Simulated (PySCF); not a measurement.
**Induced dipoles and field energies**

Species: C₅H₁₁GeN.
Cartesian coordinates in Å at the GFN2-xTB level; atoms count from 1:
```xyz
18
C5H11GeN angstrom
C      2.643    0.000   -1.490
C      1.613   -0.133   -0.660
C      1.681    0.222    0.739
C      0.679    0.112    1.613
C     -0.700   -0.383    1.277
N     -1.375    0.535    0.369
Ge    -2.623   -0.019   -0.807
H      3.593    0.383   -1.153
H      2.576   -0.266   -2.531
H      0.668   -0.509   -1.025
H      2.635    0.606    1.077
H      0.835    0.419    2.638
H     -1.269   -0.536    2.205
H     -0.637   -1.351    0.767
H     -1.507    1.441    0.797
H     -2.973    1.181   -1.620
H     -3.881   -0.615   -0.217
H     -1.967   -1.083   -1.630
```

Level: B3LYP/def2-SVPD (PySCF); nuclei fixed, core orbitals frozen in the response. Permanent dipole (-0.273, 0.279, 0.684) D (1 au = 2.5417 D). Static polarisability (au):

```
x   128.14   3.38 -15.10
y     3.38  77.02   0.50
z   -15.10   0.50 111.50
```

Only the terms in μ and α are kept: μ(F) = μ + αF and ΔE = −μ·F − ½ F·αF.

(1) Apply 0.01 au along ±x, ±y and ±z in turn. Tabulate induced and total dipoles and both energy terms.

(2) For the field (0.0040, -0.0090, -0.0050) au, what is the induced dipole, and what angle does it make with the field?

(3) At what field along the permanent dipole would the induced dipole along it equal the permanent one, in this linear picture?

(4) What field makes μF equal to kT at 298 K?

(5) Induction energy −ᾱe²/2R⁴ of a unit charge at 14 Å, the molecule taken as a point?

## Answers

(1) 
```csv
field along,induced x (D),induced y (D),induced z (D),total size (D),−μ·F (kJ/mol),−½F·αF (kJ/mol)
+x,3.257,0.086,-0.384,3.021,+2.820,-16.822
−x,-3.257,-0.086,0.384,3.693,-2.820,-16.822
+y,0.086,1.958,0.013,2.350,-2.882,-10.111
−y,-0.086,-1.958,-0.013,1.843,+2.882,-10.111
+z,-0.384,0.013,2.834,3.591,-7.065,-14.637
−z,0.384,-0.013,-2.834,2.169,+7.065,-14.637
```

(2) αF = (1.417, -1.734, -1.582) D, at 15.5° to the field. The polarisability along this direction, F·αF/F², is 94.11 au, against a mean of 105.55 au.

(3) The polarisability along the dipole is 117.74 au, so F = 0.3098 au / 117.74 au = 0.0026 au = 0.14 V/Å; higher-order terms are ignored.

(4) kT = 0.9437 × 10⁻³ Eh, so F = 0.00305 au = 15.7 MV/cm.

(5) R = 26.46 bohr, so the energy is −105.6/(2 × 26.46⁴) Eh = -0.283 kJ/mol. The charge–dipole term at its most favourable orientation, −μe/R², is -1.16 kJ/mol.

One conformer (not necessarily the lowest) at the GFN2-xTB geometry, without solvent, vibrations or thermal averaging. The calculation is non-relativistic, for germanium too.
